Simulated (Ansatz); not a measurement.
Which method gave which barrier?

Saddle point of Si₅H₁₃I, closed shell (Si₄H₁₀ ([SiH3][SiH]([SiH3])[SiH3]) + SiH₃I ([SiH3][I]) → Si₅H₁₂ ([SiH3][Si]([SiH3])([SiH3])[SiH3]) + HI; bonds formed: Si1–Si4, I2–H3; bonds broken: Si1–I2, H3–Si4), PBE0-D4/def2-TZVP structure:

Si1  (0.934, -1.811, 0.880)
I2  (3.492, -0.645, -0.378)
H3  (1.291, -0.379, 0.135)
Si4  (-0.215, 0.344, -0.111)
Si5  (0.996, 2.167, -0.963)
Si6  (-1.425, 0.788, 1.845)
Si7  (-1.327, -0.881, -1.765)
H8  (-0.496, -1.951, 1.335)
H9  (1.146, -2.852, -0.139)
H10  (1.742, -1.753, 2.109)
H11  (-0.043, 3.215, -1.189)
H12  (1.633, 1.814, -2.250)
H13  (1.961, 2.642, 0.054)
H14  (-2.584, -0.133, 1.943)
H15  (-0.523, 0.595, 3.010)
H16  (-1.899, 2.196, 1.807)
H17  (-0.347, -1.280, -2.805)
H18  (-1.969, -2.078, -1.163)
H19  (-2.367, 0.002, -2.356)
(Å)

Computed with Ansatz 0.2.0 (basis: def2-TZVPP, with def2-QZVPP for the basis limit); correlated methods freeze the cores. Filled d shells of the heavier atoms are correlated. Core potentials replace the inner electrons of the atoms past krypton. The def2 sets are not built for correlating such inner shells, so the correlated values are less sure here. B3LYP uses VWN-RPA correlation. Extrapolation: Hartree–Fock as exp(−7.88 √X), correlation as X^−2.97. Four methods, as single points on the PBE0-D4 structures, gave these electronic barriers from the start structure: 32.40, 44.17, 48.46, 61.64 kcal/mol.

(1) The methods were, in alphabetical order, B3LYP-D4, BHLYP-D4, HF, SPW92. Which gave which? (Judge from chemistry; the calculation decides.)

The T1 diagnostic stays at or below 0.015.

Answers

(1) Computed: SPW92 32.40; B3LYP-D4 44.17; BHLYP-D4 48.46; HF 61.64 kcal/mol. For comparison, CCSD(T) at an estimated basis limit (MP2 extrapolated from triple and quadruple zeta, plus CCSD(T) − MP2 in triple zeta) gives 46.57 kcal/mol.

Labels in which every atom is bracketed show which atoms are joined, not bond orders.

For scale, one of the runs: CCSD(T)/def2-TZVPP, 442 basis functions, launched by `ansatz run in.yaml --threads 4 --pin off --events-out ev --progress --plain --max-ram 41984MiB --backend cuda --devices 0, --max-vram 37GiB`. Hardware: 4 CPU threads of an AMD EPYC 7R13 and a share of one NVIDIA H100, shared host. Wall time 25 s; peak host memory 1.2 GiB.
